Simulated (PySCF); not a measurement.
C3H3N2, SMILES N1C=C[N]C=1, multiplicity 2.

Geometry: PBE0-D3(BJ)/def2-SVP. The isomer is the one that the SMILES or the coordinates give; other isomers of the formula were not compared.

Computed with PBE0-D3(BJ)/def2-SVP (PySCF).

No scaling factor is applied to the harmonic values.

```json
[
 {"mode": "1", "ν (cm⁻¹)": "516", "IR (km/mol)": "26.7", "moving atoms (share of kinetic energy)": "H 41 %, N 39 %, C 20 %"},
 {"mode": "2", "ν (cm⁻¹)": "569", "IR (km/mol)": "0.0", "moving atoms (share of kinetic energy)": "H 39 %, C 32 %, N 29 %"},
 {"mode": "3", "ν (cm⁻¹)": "765", "IR (km/mol)": "19.4", "moving atoms (share of kinetic energy)": "H 84 %, C 15 %"},
 {"mode": "4", "ν (cm⁻¹)": "825", "IR (km/mol)": "0.1", "moving atoms (share of kinetic energy)": "C 61 %, N 36 %"},
 {"mode": "5", "ν (cm⁻¹)": "885", "IR (km/mol)": "0.2", "moving atoms (share of kinetic energy)": "H 48 %, C 42 %, N 11 %"},
 {"mode": "6", "ν (cm⁻¹)": "901", "IR (km/mol)": "0.0", "moving atoms (share of kinetic energy)": "H 53 %, C 44 %"},
 {"mode": "7", "ν (cm⁻¹)": "927", "IR (km/mol)": "4.8", "moving atoms (share of kinetic energy)": "N 63 %, C 22 %, H 15 %"},
 {"mode": "8", "ν (cm⁻¹)": "1005", "IR (km/mol)": "2.0", "moving atoms (share of kinetic energy)": "C 52 %, H 40 %"},
 {"mode": "9", "ν (cm⁻¹)": "1055", "IR (km/mol)": "83.6", "moving atoms (share of kinetic energy)": "N 41 %, C 35 %, H 24 %"},
 {"mode": "10", "ν (cm⁻¹)": "1199", "IR (km/mol)": "4.2", "moving atoms (share of kinetic energy)": "H 65 %, C 21 %, N 14 %"},
 {"mode": "11", "ν (cm⁻¹)": "1203", "IR (km/mol)": "25.0", "moving atoms (share of kinetic energy)": "C 65 %, N 27 %"},
 {"mode": "12", "ν (cm⁻¹)": "1293", "IR (km/mol)": "0.1", "moving atoms (share of kinetic energy)": "H 79 %, C 20 %"},
 {"mode": "13", "ν (cm⁻¹)": "1329", "IR (km/mol)": "57.2", "moving atoms (share of kinetic energy)": "H 46 %, C 31 %, N 23 %"},
 {"mode": "14", "ν (cm⁻¹)": "1507", "IR (km/mol)": "37.5", "moving atoms (share of kinetic energy)": "C 58 %, N 37 %"},
 {"mode": "15", "ν (cm⁻¹)": "1569", "IR (km/mol)": "22.5", "moving atoms (share of kinetic energy)": "C 56 %, N 26 %, H 18 %"},
 {"mode": "16", "ν (cm⁻¹)": "3231", "IR (km/mol)": "0.1", "moving atoms (share of kinetic energy)": "H 91 %, C 9 %"},
 {"mode": "17", "ν (cm⁻¹)": "3244", "IR (km/mol)": "7.7", "moving atoms (share of kinetic energy)": "H 91 %, C 9 %"},
 {"mode": "18", "ν (cm⁻¹)": "3252", "IR (km/mol)": "1.3", "moving atoms (share of kinetic energy)": "H 91 %, C 9 %"}
]
```
